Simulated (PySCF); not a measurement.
# Core binding energy against partial charge

Compound: AlEt2(NCO), C₅H₁₀AlNO.
Bonds: Al1–C2, Al1–C9, Al1–N16, C2–C3, C9–C10, N16–C17, C17–O18. Hydrogens: H4, H5 on C2; H6, H7, H8 on C3; H11, H12 on C9; H13, H14, H15 on C10.

Binding energies: delta-SCF UKS SCAN, pcX-2 on the ionised atom, pcseg-1 elsewhere, spin-free X2C in PySCF 2.14.0. Charges: PBE0/pcSseg-1 (pcSseg-2 on Al) ground-state density, for the ionised atom.

| atom | environment | C 1s (eV) | Mulliken (e) | IAO (e) | Hirshfeld (e) | ESP (e) |
| --- | --- | --- | --- | --- | --- | --- |
| C2 | carbon bonded to Al, C and 2 H | 289.80 | -0.638 | -0.629 | -0.216 | -0.256 |
| C3 | carbon bonded to C and 3 H | 290.59 | -0.271 | -0.392 | -0.119 | +0.037 |
| C17 | carbon bonded to N and O | 294.41 | +0.619 | +0.523 | +0.230 | +0.550 |

Give the correlation coefficient and slope of binding energy on charge for each scheme.

IAO: r = 1.00, slope 4.0 eV per e; Hirshfeld: r = 1.00, slope 10.5 eV per e; Mulliken: r = 0.99, slope 3.8 eV per e; ESP: r = 0.98, slope 5.9 eV per e. On 3 points no scheme stands out.

The point-charge model writes a binding energy as kq + V + constant, with V the potential of the other atoms' charges at the site. What does it give with the ESP charges?

V = Σ 14.40 eV Å × q/r over all other atoms: +3.97 eV at C2, -0.70 eV at C3, -8.99 eV at C17. Fitting binding energy − V to q gives k = 22.0 eV per e and leaves an rms residual of 0.44 eV, against 0.41 eV for the fit on q alone. The model has no term for differences in relaxation between sites.

One conformer (not necessarily the lowest) at the PBE0-D3(BJ)/def2-SVP geometry, without solvent, vibrations or thermal averaging.
